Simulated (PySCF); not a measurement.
B(CCH)(H)(Me) (C₃H₅B), SMILES CBC#C.

The structure is a stationary point at PBE-D3(BJ)/def2-SVP.

All values below come from TDA-CAM-B3LYP/def2-SVPD in PySCF 2.14.0.

Vertical excitations. The molecule is in vacuum.

| state | energy (eV) | λ (nm) | f | main pairs |
|---|---|---|---|---|
| S1 | 4.15 | 299 | 0.000 | HOMO→LUMO 97 % |
| S2 | 5.63 | 220 | 0.070 | HOMO−1→LUMO 71 %, HOMO→LUMO+2 11 % |
| S3 | 6.25 | 198 | 0.003 | HOMO−2→LUMO 87 % |
| S4 | 6.86 | 181 | 0.008 | HOMO−3→LUMO 80 % |
| S5 | 6.98 | 178 | 0.001 | HOMO−1→LUMO+2 35 %, HOMO−1→LUMO+3 26 %, HOMO−1→LUMO+1 21 %, HOMO−3→LUMO 9 % |
| S6 | 7.62 | 163 | 0.090 | HOMO→LUMO+1 74 %, HOMO→LUMO+2 20 % |
| S7 | 8.25 | 150 | 0.356 | HOMO→LUMO+2 47 %, HOMO→LUMO+3 17 %, HOMO→LUMO+1 10 % |
| S8 | 8.32 | 149 | 0.076 | HOMO−1→LUMO+1 56 %, HOMO−1→LUMO+2 38 % |
| S9 | 8.49 | 146 | 0.414 | HOMO→LUMO+3 46 %, HOMO−4→LUMO 16 %, HOMO−1→LUMO+6 13 %, HOMO−1→LUMO 9 % |
| S10 | 8.58 | 144 | 0.004 | HOMO→LUMO+6 73 % |
| T1 | 3.79 | 327 | 0 | HOMO→LUMO 95 % |
| T2 | 4.02 | 309 | 0 | HOMO−1→LUMO 91 % |
| T3 | 5.36 | 231 | 0 | HOMO→LUMO+2 36 %, HOMO→LUMO+3 28 %, HOMO→LUMO+1 17 % |
| T4 | 5.69 | 218 | 0 | HOMO−2→LUMO 82 % |
Triplets are in the Tamm–Dancoff approximation.
